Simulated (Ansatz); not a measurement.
One change: `FC(F)(F)[O][GeH2][Cl]` becomes `BC(F)(F)F`.

Ansatz, PBE0-D4/def2-TZVP geometries, multiplicity 1. Each molecule was computed in one conformer, which needn't be the lowest.

Scalar relativity is left out up to krypton.

```
                                          property  `FC(F)(F)[O][GeH2][Cl]`
               HOMO–LUMO gap (PBE/def2-TZVPP) / eV                     6.48
  size of the dipole moment (B3LYP/def2-TZVPP) / D                     3.01
             HOMO–LUMO gap (B3LYP/def2-TZVPP) / eV                     8.30
                 HOMO energy (PBE/def2-TZVPP) / eV                    -7.98
size of the dipole moment (ωB97M-V/def2-TZVPP) / D                     3.03
             LUMO energy (ωB97M-V/def2-TZVPP) / eV                     1.43
```

What does the change do to each property? (Estimate.)

Computed: 
| property | `BC(F)(F)F` | shift |
| --- | --- | --- |
| HOMO–LUMO gap (PBE/def2-TZVPP) / eV | 4.65 | -1.83 |
| size of the dipole moment (B3LYP/def2-TZVPP) / D | 1.87 | -1.14 |
| HOMO–LUMO gap (B3LYP/def2-TZVPP) / eV | 6.91 | -1.39 |
| HOMO energy (PBE/def2-TZVPP) / eV | -8.42 | -0.44 |
| size of the dipole moment (ωB97M-V/def2-TZVPP) / D | 1.88 | -1.15 |
| LUMO energy (ωB97M-V/def2-TZVPP) / eV | -0.71 | -2.14 |

With PBE0 the HOMO falls by 0.70 eV and the LUMO falls by 2.21 eV, so the gap narrows by about 1.51 eV. PBE moves the HOMO by -0.44 eV and ωB97M-V by -0.83 eV. Dipoles are sizes alone; their direction can turn.

B3LYP here is the variant with VWN-RPA as its local correlation; programs differ in this.
